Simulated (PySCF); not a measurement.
A run for PySCF: R-BP86/LANL2DZ on H4Sn (SMILES [SnH4]), a point of a bond scan (R = 1.709 Å).

```python
from pyscf import gto, scf, dft, mp
from pyscf.data.elements import chemcore

mol = gto.M(
    atom='''
    Sn   -0.00000000   -0.00000000   -0.00000000
    H     1.30165722    0.69994901   -0.85721879
    H     0.60242146   -0.85906066    1.34839436
    H    -1.05716935    1.23097093    0.53494647
    H    -0.84690933   -1.07185928   -1.02612204
    ''',
    basis='lanl2dz',
    ecp={'Sn': 'lanl2dz'},
    charge=0, spin=0, verbose=3, max_memory=1800)
mf = dft.RKS(mol, xc='b88,p86')
mf.conv_tol = 1e-8
mf.max_cycle = 100
mf.kernel()
if not mf.converged:
    mf = mf.newton().run(mf.mo_coeff, mf.mo_occ)
```

It printed:

```
converged SCF energy = -5.75518683428681
```

The run converged.

Cost: roughly 0.7 core-seconds.
